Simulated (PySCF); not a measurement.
Screening by computed properties: pick the candidate that meets the target.

Each SMILES stands for a single optimised conformer of the isolated species, non-relativistic unless stated; the electronic structure was computed with PySCF and density fitting.

The conformers computed, where there is a choice (atom-mapped SMILES and torsion angles):
- `[CH2:1]=[CH:2][O:3][CH:4]=[CH2:5]`: C1–C2–O3–C4 180°, C2–O3–C4–C5 180°
- `[SiH3:1][C:2]#[C:3][SiH2:4][O:5][SiH2:6][Cl:7]`: C3–Si4–O5–Si6 7°, Si4–O5–Si6–Cl7 -27°
- `[F:1][CH2:2][SiH2:3][CH2:4][O:5][C:6]([F:7])([F:8])[F:9]`: F1–C2–Si3–C4 -164°, C2–Si3–C4–O5 -39°, Si3–C4–O5–C6 -73°, C4–O5–C6–F7 64°
- `[OH:1][CH2:2][C:3]1=[CH:4][O:5][C:6]1=[S:7]`: O1–C2–C3–C4 -7°, H–O1–C2–C3 -60°
- `[CH:1]#[C:2][Si@@H:3]([Cl:4])[SiH2:5][O:6][SiH3:7]`: C2–Si3–Si5–O6 64°, Si3–Si5–O6–Si7 -49°
- `[CH3:1][O:2][Si@H:3]([F:4])[CH2:5][C:6]([F:7])([F:8])[F:9]`: C1–O2–Si3–F4 -58°, O2–Si3–C5–C6 -162°, Si3–C5–C6–F7 -58°
- `[F:1][CH2:2][CH2:3][CH2:4][O:5][Si:6]([F:7])([F:8])[F:9]`: F1–C2–C3–C4 -61°, C2–C3–C4–O5 -179°, C3–C4–O5–Si6 -179°, C4–O5–Si6–F7 64°
- `[CH:1]#[C:2][Si@:3]([SiH3:4])([Cl:5])[O:6][SiH3:7]`: C2–Si3–O6–Si7 63°

(1) Wanted: lowest singlet excitation above 7.9 eV (TDDFT B3LYP/def2-SVPD) and lowest triplet excitation (Tamm–Dancoff) above 6 eV (TDA B3LYP/def2-SVPD), at GFN2-xTB geometries. Which candidate meets both?
A. `OCC1=COC1=S`
B. `Cl[SiH2]O[SiH2]C#C[SiH3]`
C. `FCCCO[Si](F)(F)F`
D. `FC(F)(OC[SiH2]CF)F`
E. `CO[Si@H](F)CC(F)(F)F`
F. `C#C[Si@@H](Cl)[SiH2]O[SiH3]`
G. `C=COC=C`

(2) Wanted: electronic spatial extent ⟨r²⟩ about the centre of nuclear charge between 2000 bohr² and 2200 bohr² (B3LYP/def2-SVPD) and HOMO energy above -8.6 eV (B3LYP/def2-SVPD), at GFN2-xTB geometries. Which candidate meets both?
A. `Cl[SiH2]O[SiH2]C#C[SiH3]`
B. `CO[Si@H](F)CC(F)(F)F`
C. `C=COC=C`
D. `OCC1=COC1=S`
E. `FC(F)(OC[SiH2]CF)F`
F. `C#C[Si@@H](Cl)[SiH2]O[SiH3]`
G. `FCCCO[Si](F)(F)F`

(3) Wanted: static isotropic polarisability below 65 au (B3LYP/def2-SVPD) and smallest rotational constant above 0.9 GHz (GFN2-xTB), at GFN2-xTB geometries. Which candidate meets both?
A. `C([SiH2]O[SiH3])#C[SiH2]Cl`
B. `OCC1=COC1=S`
C. `C=COC=C`
D. `C(F)(OC[SiH2]CF)(F)F`
E. `[SiH3]C#C[SiH2]O[SiH2]Cl`

(4) Wanted: HOMO–LUMO gap above 8.9 eV (B3LYP/def2-SVPD) and dipole moment above 2 D (B3LYP/def2-SVPD), at GFN2-xTB geometries. Which candidate meets both?
A. `FC[SiH2]COC(F)(F)F`
B. `C#C[Si@]([SiH3])(Cl)O[SiH3]`
C. `C=COC=C`
D. `CO[Si@H](F)CC(F)(F)F`
E. `[SiH2](O[SiH2]C#C[SiH3])Cl`
F. `FCCCO[Si](F)(F)F`

Results:

(1) C. Computed values:
```
                    species  lowest singlet excitation  lowest triplet excitation (Tamm–Dancoff)
                OCC1=COC1=S                    2.72 eV                                   2.33 eV
C#C[Si@@H](Cl)[SiH2]O[SiH3]                    5.26 eV                                   4.77 eV
   Cl[SiH2]O[SiH2]C#C[SiH3]                    5.45 eV                                   4.64 eV
                    C=COC=C                    5.96 eV                                   4.08 eV
         FC(F)(OC[SiH2]CF)F                    7.31 eV                                   6.81 eV
       CO[Si@H](F)CC(F)(F)F                    7.77 eV                                   7.56 eV
           FCCCO[Si](F)(F)F                    7.96 eV                                   7.75 eV
```

(2) F. Computed values:
```csv
species,electronic spatial extent ⟨r²⟩ about the centre of nuclear charge,HOMO energy
C=COC=C,525 bohr²,-6.29 eV
OCC1=COC1=S,1003 bohr²,-7.08 eV
FC(F)(OC[SiH2]CF)F,1635 bohr²,-8.51 eV
CO[Si@H](F)CC(F)(F)F,1695 bohr²,-8.78 eV
FCCCO[Si](F)(F)F,2086 bohr²,-9.30 eV
C#C[Si@@H](Cl)[SiH2]O[SiH3],2109 bohr²,-7.74 eV
Cl[SiH2]O[SiH2]C#C[SiH3],2314 bohr²,-7.98 eV
```

(3) C. Computed values:
```csv
species,static isotropic polarisability,smallest rotational constant
C=COC=C,59.5 au,2.365 GHz
C(F)(OC[SiH2]CF)(F)F,71.1 au,0.660 GHz
OCC1=COC1=S,76.9 au,1.075 GHz
[SiH3]C#C[SiH2]O[SiH2]Cl,115.6 au,0.460 GHz
C([SiH2]O[SiH3])#C[SiH2]Cl,117.8 au,0.314 GHz
```

(4) F. Computed values:
| species | HOMO–LUMO gap | dipole moment |
| --- | --- | --- |
| C=COC=C | 6.27 eV | 1.20 D |
| [SiH2](O[SiH2]C#C[SiH3])Cl | 6.86 eV | 0.69 D |
| C#C[Si@]([SiH3])(Cl)O[SiH3] | 7.08 eV | 1.36 D |
| FC[SiH2]COC(F)(F)F | 8.28 eV | 2.32 D |
| CO[Si@H](F)CC(F)(F)F | 8.84 eV | 3.52 D |
| FCCCO[Si](F)(F)F | 9.00 eV | 3.06 D |
